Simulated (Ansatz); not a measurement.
```yaml
crystal:
  periodic: [false, false, false]
  atoms:
    - {symbol: Cl, position_ang: [-1.010869, -1.094840, 1.733151]}
    - {symbol: C, position_ang: [-0.435982, -0.054254, 0.415850]}
    - {symbol: Ge, position_ang: [1.502741, -0.197388, 0.118946]}
    - {symbol: C, position_ang: [-1.402282, 0.298116, -0.621379]}
    - {symbol: O, position_ang: [-1.000327, 1.221772, 0.386031]}
    - {symbol: H, position_ang: [2.221382, 0.303015, 1.375854]}
    - {symbol: H, position_ang: [1.838671, 0.682456, -1.094449]}
    - {symbol: H, position_ang: [1.850656, -1.664139, -0.160113]}
    - {symbol: H, position_ang: [-2.417313, -0.074431, -0.522471]}
    - {symbol: H, position_ang: [-1.063676, 0.528592, -1.628420]}
basis:
  gaussian: {orbitals: "6-31G*", point_charges: [{charge: -1.00, position_ang: [5.108, -0.835, 0.622]}]}
magnetization: {spin_polarized: true, initial_magnetization: 2}
hamiltonian: {xc: {name: rPW86-PBE}}
output: {forces: true}
```

```sh
$ ansatz run in.yaml --threads 4 --pin off --events-out ev --progress --plain --max-ram 10444MiB
```

Shortened log:

```
Functional definition: rPW86-PBE
1275 factors; their error is unknown
mean field evaluation 1: about -73256.9267 eV, gradient 4.8e1 eV
mean field evaluation 2: about -73166.6677 eV, gradient 1.4e2 eV
mean field evaluation 4: about -73264.5234 eV, gradient 3.4e1 eV
mean field evaluation 8: about -73268.9629 eV, gradient 7.1e-1 eV
mean field evaluation 16: about -73268.9047 eV, gradient 2.1e-3 eV
mean field -73268.90471664 eV, -2692.5825848892 hartree, gradient 1.7e-5 eV, S^2 2.002165; 6 other end points of the search recorded, 0 dependent functions left out
reference -73268.90482616 eV, -2692.5825889140 hartree; 38, 36 occupied and 71, 73 virtual orbitals, 1275 factors
Total energy: -73268.90482616 eV, -2692.5825889140 hartree
Atom 0 at    -1.010869    -1.094840     1.733151 Å, force    -2.161535    -4.247836     5.498670 eV/Å
Atom 1 at    -0.435982    -0.054254     0.415850 Å, force     1.019225     2.576232    -3.411114 eV/Å
Atom 2 at     1.502741    -0.197388     0.118946 Å, force     2.090882    -0.220259    -0.606185 eV/Å
Atom 3 at    -1.402282     0.298116    -0.621379 Å, force     0.415183    -0.089000    -1.779208 eV/Å
Atom 4 at    -1.000327     1.221772     0.386031 Å, force    -0.305240     1.833848     0.709224 eV/Å
Atom 5 at     2.221382     0.303015     1.375854 Å, force    -0.131450     0.117205     0.225379 eV/Å
Atom 6 at     1.838671     0.682456    -1.094449 Å, force     0.205052     0.329277    -0.399111 eV/Å
Atom 7 at     1.850656    -1.664139    -0.160113 Å, force    -0.132030    -0.212137    -0.026902 eV/Å
Atom 8 at    -2.417313    -0.074431    -0.522471 Å, force    -0.801449    -0.168154     0.084715 eV/Å
Atom 9 at    -1.063676     0.528592    -1.628420 Å, force     0.063099     0.023003    -0.245184 eV/Å
Dipole moment:     0.599412     0.081759    -0.523050 e Å
```

Run time 11 s (4 threads of an Arm Neoverse V1 on a shared host); peak host memory 0.33 GiB.
